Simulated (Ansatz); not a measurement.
CH$_{5}$BClN, SMILES `CNBCl` from Hartree–Fock to CCSD(T)

| atom | x (Å) | y (Å) | z (Å) |
| --- | --- | --- | --- |
| C1 | 1.079 | -0.179 | 0.486 |
| N2 | 0.029 | 0.034 | -0.483 |
| B3 | -1.315 | 0.187 | -0.202 |
| Cl4 | -2.462 | 0.441 | -1.527 |
| H5 | 1.592 | -1.130 | 0.315 |
| H6 | 1.822 | 0.623 | 0.452 |
| H7 | 0.645 | -0.200 | 1.485 |
| H8 | 0.335 | 0.070 | -1.444 |
| H9 | -1.724 | 0.153 | 0.917 |

Total charge 0; spin multiplicity 1. The structure was optimised at the PBE0-D4/def2-TZVP level. It is one conformer, not always the lowest. Frozen core, restricted reference, Ansatz. CBS rows extrapolate triple and quadruple zeta; past MP2 they add the triple-zeta difference.

```json
{"basis": "def2-SVP", "HF (Eh)": "-579.26519", "MP2 corr.": "-0.53132", "CCSD corr.": "-0.57689", "(T)": "?", "CCSD(T) total": "?"}
{"basis": "def2-TZVPP", "HF (Eh)": "-579.55531", "MP2 corr.": "-0.67779", "CCSD corr.": "?", "(T)": "-0.02900", "CCSD(T) total": "?"}
{"basis": "def2-QZVPP", "HF (Eh)": "?", "MP2 corr.": "-0.72985", "CCSD corr.": "–", "(T)": "–", "CCSD(T) total": "–"}
{"basis": "CBS(def2)", "HF (Eh)": "-579.57639", "MP2 corr.": "?", "CCSD corr.": "-0.81091", "(T)": "as TZ", "CCSD(T) total": "?"}
```

(1) Fill in the withheld values. (Best estimate.)

Results:

(1) Computed: def2-SVP (T): -0.01548; def2-SVP CCSD(T) total: -579.85756; def2-TZVPP CCSD corr.: -0.72029; def2-TZVPP CCSD(T) total: -580.30460; def2-QZVPP HF (Eh): -579.57383; CBS(def2) MP2 corr.: -0.76841; CBS(def2) CCSD(T) total: -580.41630.
